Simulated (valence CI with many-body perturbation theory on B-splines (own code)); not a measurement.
E1 line list for Ho⁶⁰⁺

Level of theory: configuration interaction combined with many-body perturbation theory (CI+MBPT): five valence electrons over a frozen Dirac-Fock core [He], radial functions for each j: 9 s, 9 p, 8 d, 6 f, 3 g, 1 h, with the one-electron correlation potential Σ1 (screened to all orders), the two-electron term Σ2, the three-electron term Σ3, Breit, model QED; selected single and double excitations, second order for the rest (own B-spline code, finite nucleus).

The last digits are not significant, and no measured levels were compared; by estimate large intervals hold to a few tenths of a per cent, small ones and those within an open d or f shell to about a per cent. Among the levels kept, up to 1100 cm⁻¹ of a level comes from second order outside the variational space, and about a tenth of that is noise between levels of different J, which matters for small intervals.

Lines 1 to 50 of 252 in falling wavelength, among levels below 8869.3 eV, chosen from the strongest by gf and those to the six lowest levels. Wavelengths and rates use the calculated energies. Electric multipoles are in the length gauge, E1 and E2 with the static RPA response of the core. Weak lines are less certain than strong ones. Lines between different terms over intervals too small for the method are left out, as are lines whose strength nearly cancels. The highest levels of a list are the least certain.

Levels are named by their leading jj configuration (3d3/2^4 stands for four electrons in 3d with j = 3/2), which in mixed levels can hold well under half, so a name can repeat and another be missing. Letters in brackets count levels of one name in rising energy.

```csv
λ vac (nm),Upper,Lower,A (s⁻¹),S (a.u.)
16.56,(2s 2p1/2^2 2p3/2 3p1/2) J=5/2,(2s 2p1/2^2 2p3/2 3s) J=3/2 [a],2.41e+09,3.25e-02
14.85,(2s^2 2p1/2 2p3/2 3p1/2) J=5/2,(2s^2 2p1/2 2p3/2 3s) J=3/2 [b],3.46e+09,3.36e-02
13.86,(2s^2 2p1/2 2p3/2 3p1/2) J=5/2,(2s^2 2p1/2 2p3/2 3s) J=5/2,4.04e+09,3.19e-02
13.76,(2s^2 2p1/2^2 3p1/2) J=1/2,(2s^2 2p1/2^2 3s) J=1/2,8.90e+09,2.29e-02
13.01,(2s^2 2p1/2 2p3/2 3p1/2) J=3/2 [a],(2s^2 2p1/2 2p3/2 3s) J=3/2 [a],4.84e+09,2.10e-02
12.37,(2s 2p1/2^2 2p3/2 3p1/2) J=3/2 [a],(2s 2p1/2^2 2p3/2 3s) J=5/2,9.66e+09,3.61e-02
12.25,(2s 2p1/2^2 2p3/2 3p1/2) J=5/2,(2s 2p1/2^2 2p3/2 3s) J=5/2,6.48e+09,3.52e-02
9.960,(2s^2 2p1/2 2p3/2 3p1/2) J=3/2 [b],(2s^2 2p1/2 2p3/2 3s) J=5/2,1.54e+10,3.01e-02
8.760,(2s^2 2p1/2 2p3/2 3d5/2) J=3/2 [b],(2s^2 2p1/2 2p3/2 3p3/2) J=1/2 [b],1.24e+10,1.65e-02
8.244,(2s^2 2p1/2 2p3/2 3d5/2) J=5/2 [b],(2s^2 2p1/2 2p3/2 3p3/2) J=5/2 [b],9.89e+09,1.64e-02
8.183,(2s 2p1/2^2 2p3/2 3d5/2) J=5/2,(2s 2p1/2^2 2p3/2 3p3/2) J=5/2 [a],1.08e+10,1.75e-02
8.096,(2s 2p1/2^2 2p3/2 3d5/2) J=9/2,(2s 2p1/2^2 2p3/2 3p3/2) J=7/2,4.17e+10,1.09e-01
8.021,(2s^2 2p1/2 2p3/2 3d5/2) J=5/2 [b],(2s^2 2p1/2 2p3/2 3p3/2) J=3/2 [b],1.88e+10,2.87e-02
8.001,(2s^2 2p1/2 2p3/2 3d5/2) J=7/2 [a],(2s^2 2p1/2 2p3/2 3p3/2) J=5/2 [a],3.42e+10,6.91e-02
7.847,(2s^2 2p1/2 2p3/2 3d5/2) J=7/2 [b],(2s^2 2p1/2 2p3/2 3p3/2) J=5/2 [b],3.37e+10,6.42e-02
7.749,(2s^2 2p1/2 2p3/2 3d5/2) J=9/2,(2s^2 2p1/2 2p3/2 3p3/2) J=7/2,4.40e+10,1.01e-01
7.689,(2s^2 2p1/2^2 3d5/2) J=5/2,(2s^2 2p1/2^2 3p3/2) J=3/2,4.55e+10,6.12e-02
7.555,(2s^2 2p1/2 2p3/2 3d5/2) J=3/2 [a],(2s^2 2p1/2 2p3/2 3p3/2) J=1/2 [a],1.89e+10,1.61e-02
7.421,(2s^2 2p1/2 2p3/2 3d5/2) J=5/2 [a],(2s^2 2p1/2 2p3/2 3p3/2) J=3/2 [a],3.45e+10,4.17e-02
7.397,(2s 2p1/2^2 2p3/2 3d5/2) J=5/2,(2s 2p1/2^2 2p3/2 3p3/2) J=3/2 [a],2.50e+10,3.00e-02
6.758,(2s^2 2p1/2 2p3/2 3d5/2) J=7/2 [b],(2s^2 2p1/2 2p3/2 3p3/2) J=7/2,1.03e+10,1.25e-02
6.346,(2s^2 2p1/2 2p3/2 3d5/2) J=3/2 [b],(2s^2 2p1/2 2p3/2 3p3/2) J=3/2 [a],2.57e+10,1.30e-02
5.267,(2s 2p1/2^2 2p3/2 3d3/2) J=7/2,(2s^2 2p1/2 2p3/2 3d3/2) J=5/2 [b],1.51e+10,8.73e-03
4.761,(2s 2p1/2^2 2p3/2 3p3/2) J=7/2,(2s^2 2p1/2 2p3/2 3p3/2) J=5/2 [a],6.21e+10,2.65e-02
4.515,(2s 2p1/2^2 2p3/2^2) J=5/2,(2s^2 2p1/2 2p3/2^2) J=5/2,1.54e+10,4.19e-03
4.246,(2s 2p1/2^2 2p3/2 3p3/2) J=5/2 [a],(2s 2p1/2^2 2p3/2 3s) J=3/2 [b],3.79e+10,8.59e-03
4.172,(2s 2p1/2^2 2p3/2^2) J=5/2,(2s^2 2p1/2 2p3/2^2) J=3/2,2.57e+10,5.53e-03
4.092,(2s 2p1/2^2 2p3/2 3p3/2) J=1/2 [b],(2s^2 2p1/2 2p3/2 3p3/2) J=1/2 [b],9.71e+10,6.57e-03
4.012,(2s 2p1/2^2 2p3/2 3p3/2) J=5/2 [b],(2s^2 2p1/2 2p3/2 3p3/2) J=3/2 [b],8.44e+10,1.61e-02
3.843,(2s 2p1/2^2 2p3/2^2) J=1/2,(2s^2 2p1/2 2p3/2^2) J=1/2,5.67e+10,3.17e-03
3.827,(2s 2p1/2^2 2p3/2^2) J=3/2,(2s^2 2p1/2 2p3/2^2) J=1/2,4.91e+07,5.43e-06
3.823,(2s 2p1/2^2 2p3/2 3p3/2) J=3/2 [b],(2s^2 2p1/2 2p3/2 3p3/2) J=3/2 [b],6.77e+10,7.47e-03
3.815,(2s 2p1/2^2 2p3/2 3d3/2) J=5/2 [b],(2s^2 2p1/2 2p3/2 3d3/2) J=7/2,3.28e+10,5.40e-03
3.753,(2s 2p1/2^2 2p3/2 3p3/2) J=5/2 [b],(2s^2 2p1/2 2p3/2 3p3/2) J=7/2,3.72e+10,5.82e-03
3.705,(2s^2 2p1/2 2p3/2 3d3/2) J=5/2 [b],(2s^2 2p1/2 2p3/2 3p1/2) J=3/2 [b],1.96e+11,2.96e-02
3.662,(2s^2 2p1/2 2p3/2 3p3/2) J=3/2 [a],(2s^2 2p1/2 2p3/2 3s) J=3/2 [b],1.69e+11,1.64e-02
3.651,(2s^2 2p1/2 2p3/2 3d3/2) J=5/2 [a],(2s^2 2p1/2 2p3/2 3p1/2) J=5/2,5.96e+10,8.59e-03
3.637,(2s^2 2p1/2 2p3/2 3d3/2) J=3/2 [b],(2s^2 2p1/2 2p3/2 3p1/2) J=3/2 [b],2.42e+11,2.30e-02
3.635,(2s 2p1/2^2 2p3/2 3p3/2) J=3/2 [a],(2s 2p1/2^2 2p3/2 3s) J=3/2 [a],3.76e+11,3.57e-02
3.609,(2s 2p1/2^2 2p3/2 3d3/2) J=3/2 [b],(2s 2p1/2^2 2p3/2 3p1/2) J=3/2 [b],8.76e+10,8.13e-03
3.596,(2s 2p1/2^2 2p3/2 3d3/2) J=3/2 [b],(2s 2p1/2^2 2p3/2 3p1/2) J=1/2,1.33e+11,1.22e-02
3.570,(2s 2p1/2^2 2p3/2 3d3/2) J=5/2 [a],(2s 2p1/2^2 2p3/2 3p1/2) J=5/2,2.00e+11,2.69e-02
3.560,(2s 2p1/2^2 2p3/2 3d3/2) J=5/2 [a],(2s 2p1/2^2 2p3/2 3p1/2) J=3/2 [a],1.70e+11,2.28e-02
3.546,(2s^2 2p1/2 2p3/2 3d3/2) J=1/2 [b],(2s^2 2p1/2 2p3/2 3p1/2) J=3/2 [b],3.25e+11,1.43e-02
3.528,(2s^2 2p1/2 2p3/2 3p3/2) J=7/2,(2s^2 2p1/2 2p3/2 3s) J=5/2,5.65e+11,9.79e-02
3.526,(2s 2p1/2^2 2p3/2 3p3/2) J=5/2 [b],(2s 2p1/2^2 2p3/2 3s) J=3/2 [b],4.23e+11,5.49e-02
3.525,(2s 2p1/2^2 2p3/2 3p3/2) J=3/2 [b],(2s^2 2p1/2 2p3/2 3p3/2) J=1/2 [a],1.17e+11,1.01e-02
3.524,(2s 2p1/2^2 2p3/2 3d3/2) J=3/2 [a],(2s 2p1/2^2 2p3/2 3p1/2) J=5/2,8.70e+10,7.52e-03
3.522,(2s^2 2p1/2 2p3/2 3d3/2) J=3/2 [a],(2s^2 2p1/2 2p3/2 3p1/2) J=3/2 [a],1.62e+11,1.40e-02
3.514,(2s 2p1/2^2 2p3/2 3d3/2) J=3/2 [a],(2s 2p1/2^2 2p3/2 3p1/2) J=3/2 [a],3.13e+11,2.68e-02
```
